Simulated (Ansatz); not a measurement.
A run for Ansatz (an electronic-structure program): R-CCSD(T)/aug-cc-pVDZ on C2H5F (a complex), monomers drawn apart or pushed together.

Ansatz 0.2 input:
```yaml
crystal:
  periodic: [false, false, false]
  atoms:
    - {symbol: F, position_ang: [-0.23388643, 0.85647079, 0.58511113]}
    - {symbol: H, position_ang: [-0.16839628, 0.55535679, 1.46867864]}
    - {symbol: C, position_ang: [-0.52051173, 0.14029092, 3.95746496]}
    - {symbol: C, position_ang: [0.52159970, -0.61366057, 3.62470504]}
    - {symbol: H, position_ang: [-0.39786172, 1.15993372, 4.30219343]}
    - {symbol: H, position_ang: [-1.53481942, -0.23676184, 3.90650978]}
    - {symbol: H, position_ang: [0.39951627, -1.63631444, 3.28877917]}
    - {symbol: H, position_ang: [1.53651350, -0.23957695, 3.68451601]}
basis:
  gaussian:
    orbitals: aug-cc-pVDZ
magnetization: {spin_polarized: false}
correlation: {method: ccsd_t, electrons: outside_noble_gas}
scf: {lower_state_search: off}
```

The log:

```
WARN ansatz: RAYON_NUM_THREADS=2 ignored (pool sized by the plan → 2); use --threads N
Functional definition: HF
these checks for a lower state are left out or cut short: stability, starts, cluster_reference, orbital_swaps, neighbouring_geometries, increment
integrals: 0.19 GiB planned
1104 factors; integrals over basis functions are off by at most 1.0e-3 eV
mean field: 0.23 GiB planned
mean field evaluation 1: about -4843.3215 eV, gradient 3.4e1 eV
mean field evaluation 2: about -4843.3216 eV, gradient 3.4e1 eV
mean field evaluation 4: about -4845.8211 eV, gradient 2.9e0 eV
mean field evaluation 8: about -4845.8448 eV, gradient 9.0e-5 eV
mean field -4845.84478077 eV, -178.0815110616 hartree, gradient 8.3e-7 eV, S^2 0.000000; 0 other end points of the search recorded, 0 dependent functions left out
3 core orbitals not correlated
reference -4845.84478077 eV, -178.0815110616 hartree; 10, 10 occupied and 101, 101 virtual orbitals, 1104 factors
second order -13.87130193 eV of doubles, -0.00000000 eV of singles
coupled cluster: 0.56 GiB planned
cycle   1  -14.32449661 eV  change   -4.5e-1 eV  update   8.0e-2
cycle   2  -14.65986479 eV  change   -3.4e-1 eV  update   2.5e-2
cycle   3  -14.75010357 eV  change   -9.0e-2 eV  update   1.3e-2
cycle   4  -14.74746848 eV  change    2.6e-3 eV  update   3.2e-3
cycle   5  -14.74744346 eV  change    2.5e-5 eV  update   1.1e-3
cycle   6  -14.74784757 eV  change   -4.0e-4 eV  update   3.3e-4
cycle   7  -14.74784593 eV  change    1.6e-6 eV  update   1.0e-4
cycle   8  -14.74783612 eV  change    9.8e-6 eV  update   2.7e-5
cycle   9  -14.74784129 eV  change   -5.2e-6 eV  update   1.1e-5
perturbative correction -0.42779066 eV, -0.0157210168 hartree
Total energy: -4861.02041272 eV, -178.6392052495 hartree
Checks for a lower state left out: stability, starts, cluster_reference, orbital_swaps, neighbouring_geometries, increment
```

Self-consistency was reached.

Cost: about 8 core-seconds (a rough figure).
